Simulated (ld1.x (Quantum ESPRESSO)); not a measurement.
# Transferability test, ultrasoft potential for hafnium (Hf)

```
Element                 : Hf (Z = 72)
Generator               : ld1.x (Quantum ESPRESSO) 7.5
Type                    : ultrasoft
Functional              : LDA (PZ)
Relativity              : fully relativistic
Frozen core             : [Kr] 4d10 4f14
Valence charge          : 12
Reference configuration : 5s2 5p6 5d2 6s2 6p0
Partial waves           : 5s (bound): rc 1.05 bohr; 6s (bound): rc 1.05 bohr; 5p (bound): rc 1.35 bohr; 6p (bound, empty): rc 1.35 bohr; 5d (bound): rcut 2.00, rcutus 2.30 bohr; 5d channel at 0.15 Ry: rcut 2.00, rcutus 2.30 bohr; 5f channel at -0.15 Ry: rcut 1.80, rcutus 2.05 bohr
Local potential         : all-electron potential smoothed inside 1.75 bohr (lloc = -1)
Core correction         : none
Augmentation charge     : PSQ, inside the norm-conserving radii
```

Open shells are filled in proportion to 2j + 1 (rel_dist='average').

Energies are relative to the spin-unpolarised reference configuration 5s2 5p6 5d2 6s2 6p0; without spin polarisation the order of configurations can differ from experiment.

```
valence configuration  charge  ΔE all-electron (eV)  error AE − PS (meV)
  5s2 5p6 5d2 6s0 6p0      +2                22.701                  +15
  5s2 5p6 5d1 6s0 6p0      +3                44.795                 -8.8
  5s2 5p6 5d2 6s0 6p1      +1                12.952                 +9.1
  5s2 5p6 5d2 6s1 6p1       0                 3.883                 +2.3
  5s2 5p6 5d1 6s2 6p1       0                 2.054                 -4.4
```

(1) What are ΔE and the potential's error for 5s2 5p5 5d2 6s2 6p0?

(2) What are ΔE and the potential's error for 5s2 5p6 5d2 6s1 6p0?

Levels in the configuration 5s2 5p6 5d2 6s0 6p1:

| level | all-electron (eV) | pseudo (eV) |
| --- | --- | --- |
| 5s j=1/2 | -75.464 | -75.472 |
| 5p j=1/2 | -49.777 | -49.786 |
| 5p j=3/2 | -41.915 | -41.925 |
| 5d j=3/2 | -10.951 | -10.948 |
| 5d j=5/2 | -10.412 | -10.408 |
| 6p j=1/2 | -7.746 | -7.747 |
| 6p j=3/2 | -7.047 | -7.043 |

Answers

(1) ΔE = 41.665 eV all-electron; the error (AE − PS) is -87 meV.

(2) ΔE = 8.200 eV all-electron; the error (AE − PS) is +2.3 meV.
